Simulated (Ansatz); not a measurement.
Gas-phase electronic energies from Ansatz, PBE0-D4/def2-TZVP geometries. CCSD(T)/CBS is the MP2 limit (def2-TZVPP, def2-QZVPP) plus CCSD(T) − MP2 in def2-TZVPP, frozen cores. This one scheme is used for every species. Functionals use def2-TZVPP. def2 core potentials past Kr. For Sn outer-core shells are correlated without core-valence functions, which leaves a few kJ/mol of doubt a bond. Each species was taken in one conformer, which may not be the lowest.

Consider the ligand exchange at the Sn–C bond: `[CH3][SnH2][CH2][SiH3]` + `[OH][AlH2]` → `[CH3][SnH2][O][AlH2]` + `C[SiH3]`.

| level | ΔE (kcal/mol) |
| --- | --- |
| PBE-D4 | -10.3 |
| PBE | -11.1 |
| MP2/def2-TZVPP | -9.9 |
| CCSD(T)/def2-TZVPP | -10.7 |

**Question.** What does CCSD(T)/CBS give? (Best estimate.)

**Answer.** Computed: -10.9 kcal/mol. The listed levels differ from it by 0.6, -0.2, 1.0, 0.2 kcal/mol.

Largest T1 diagnostic among the species: 0.013.

In def2-TZVPP, CCSD(T) changes the Hartree–Fock value by +5.3 kcal/mol (the triples alone add +0.4 kcal/mol) and MP2 by +6.1 kcal/mol. The D4 term adds +1.3 kcal/mol with B3LYP and +0.7 kcal/mol with PBE0; it sums over pairs of atoms, weighted by their polarisabilities, and B3LYP, whose exchange is more repulsive, gets the larger term.

B3LYP here is the variant with VWN-RPA as its local correlation; programs differ in this.
